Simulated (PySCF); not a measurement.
Geometry:
```json
{"atom": "Si1", "x (Å)": "3.087", "y (Å)": "0.927", "z (Å)": "-1.073"}
{"atom": "Si2", "x (Å)": "2.159", "y (Å)": "-1.226", "z (Å)": "-1.241"}
{"atom": "O3", "x (Å)": "1.420", "y (Å)": "-1.663", "z (Å)": "0.183"}
{"atom": "Si4", "x (Å)": "0.328", "y (Å)": "-1.070", "z (Å)": "1.293"}
{"atom": "C5", "x (Å)": "-1.280", "y (Å)": "-0.617", "z (Å)": "0.451"}
{"atom": "C6", "x (Å)": "-2.366", "y (Å)": "0.131", "z (Å)": "1.270"}
{"atom": "C7", "x (Å)": "-2.632", "y (Å)": "1.023", "z (Å)": "0.044"}
{"atom": "C8", "x (Å)": "-1.276", "y (Å)": "0.581", "z (Å)": "-0.537"}
{"atom": "H9", "x (Å)": "4.083", "y (Å)": "0.988", "z (Å)": "0.041"}
{"atom": "H10", "x (Å)": "2.020", "y (Å)": "1.942", "z (Å)": "-0.808"}
{"atom": "H11", "x (Å)": "3.775", "y (Å)": "1.286", "z (Å)": "-2.354"}
{"atom": "H12", "x (Å)": "1.172", "y (Å)": "-1.250", "z (Å)": "-2.368"}
{"atom": "H13", "x (Å)": "3.229", "y (Å)": "-2.224", "z (Å)": "-1.540"}
{"atom": "H14", "x (Å)": "0.139", "y (Å)": "-2.114", "z (Å)": "2.342"}
{"atom": "H15", "x (Å)": "0.894", "y (Å)": "0.169", "z (Å)": "1.922"}
{"atom": "H16", "x (Å)": "-1.711", "y (Å)": "-1.509", "z (Å)": "-0.034"}
{"atom": "H17", "x (Å)": "-3.201", "y (Å)": "-0.467", "z (Å)": "1.665"}
{"atom": "H18", "x (Å)": "-1.933", "y (Å)": "0.705", "z (Å)": "2.107"}
{"atom": "H19", "x (Å)": "-2.791", "y (Å)": "2.099", "z (Å)": "0.216"}
{"atom": "H20", "x (Å)": "-3.470", "y (Å)": "0.640", "z (Å)": "-0.557"}
{"atom": "H21", "x (Å)": "-0.477", "y (Å)": "1.306", "z (Å)": "-0.307"}
{"atom": "H22", "x (Å)": "-1.226", "y (Å)": "0.349", "z (Å)": "-1.611"}
```

Theory: coordinates at the PBE0-D3(BJ)/def2-SVP level, GIAO HF/pcSseg-1 shieldings, in PySCF (no solvent, non-relativistic Hamiltonian, a single conformation, averaged over atoms made equivalent by symmetry, fast rotation or ring inversion).

Chemical shifts δ = σref − σ; ¹³C, ¹H, ²⁹Si vs TMS; ¹⁷O vs H2O, all at this level.

```json
{"atoms": "H20", "nucleus": "¹H", "count": "1", "δ (ppm)": "2.24"}
{"atoms": "H18/H21", "nucleus": "¹H", "count": "2", "δ (ppm)": "1.77"}
{"atoms": "H17/H22", "nucleus": "¹H", "count": "2", "δ (ppm)": "?"}
{"atoms": "H19", "nucleus": "¹H", "count": "1", "δ (ppm)": "1.83"}
{"atoms": "Si2", "nucleus": "²⁹Si", "count": "1", "δ (ppm)": "-29.3"}
{"atoms": "H12/H13", "nucleus": "¹H", "count": "2", "δ (ppm)": "4.71"}
{"atoms": "H9/H10/H11", "nucleus": "¹H", "count": "3", "δ (ppm)": "3.36"}
{"atoms": "Si1", "nucleus": "²⁹Si", "count": "1", "δ (ppm)": "?"}
{"atoms": "H14/H15", "nucleus": "¹H", "count": "2", "δ (ppm)": "?"}
{"atoms": "H16", "nucleus": "¹H", "count": "1", "δ (ppm)": "1.68"}
{"atoms": "C5", "nucleus": "¹³C", "count": "1", "δ (ppm)": "?"}
{"atoms": "O3", "nucleus": "¹⁷O", "count": "1", "δ (ppm)": "-4.6"}
{"atoms": "C7", "nucleus": "¹³C", "count": "1", "δ (ppm)": "?"}
{"atoms": "C6/C8", "nucleus": "¹³C", "count": "2", "δ (ppm)": "21.0"}
{"atoms": "Si4", "nucleus": "²⁹Si", "count": "1", "δ (ppm)": "-16.3"}
```

Q: Estimate the values marked ?.

A: 
- C7: 23.1 ppm, sp3 CH2 in a ring; a saturated carbon with 2 carbon neighbours and no heteroatom attached
- C5: 17.0 ppm, sp3 CH bonded to Si
- H14/H15: 4.24 ppm, hydrogen on a silicon bonded to C, O
- H17/H22: 1.71 ppm, hydrogen on an sp3 CH2 in a ring
- Si1: -94.2 ppm, silicon bonded to Si, 3 H

Shifts are as computed. Against solution values, carbons near 30 ppm lie about -0 ppm off and those near 130 ppm about +7 ppm. Of 1211 compounds with measured shifts, 218 miss one by over three times the rms of a fit or turn the order of signals round; such compounds aren't used in these exercises. Experimental scales use liquid or dissolved standards, which lie at an offset from isolated H2O (liquid H2O: subtract about 36 ppm).
